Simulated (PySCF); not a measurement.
Cd(NH2)(SH) (CdH₃NS), SMILES [SH][Cd][NH2]. Atoms are numbered in the order given.

```xyz
6

Cd     0.0094     0.2843     0.0000
N     -0.1269     2.3104     0.0000
H      0.3135     2.7261    -0.8140
H      0.3135     2.7261     0.8140
S     -0.0899    -2.0663     0.0000
H      1.2469    -2.2119     0.0000
```
Charge 0, spin multiplicity 1.

The structure is a stationary point at B3LYP-D3(BJ)/def2-TZVP. The def2 effective core potentials stand for the cores of Cd; spin–orbit coupling is left out. The values are those of a single conformer.

Method: PySCF with PBE/def2-TZVPD.

Mulliken values depend strongly on the basis, most of all with diffuse functions as here. ESP charges are fitted to the potential on shells at 1.4 to 2.0 van der Waals radii. Atomic charges (e):

| atom | Mulliken | ESP fit |
|---|---|---|
| Cd1 | 0.52 | 0.54 |
| N2 | -0.63 | -0.71 |
| H3 | 0.21 | 0.22 |
| H4 | 0.21 | 0.22 |
| S5 | -0.48 | -0.38 |
| H6 | 0.17 | 0.10 |
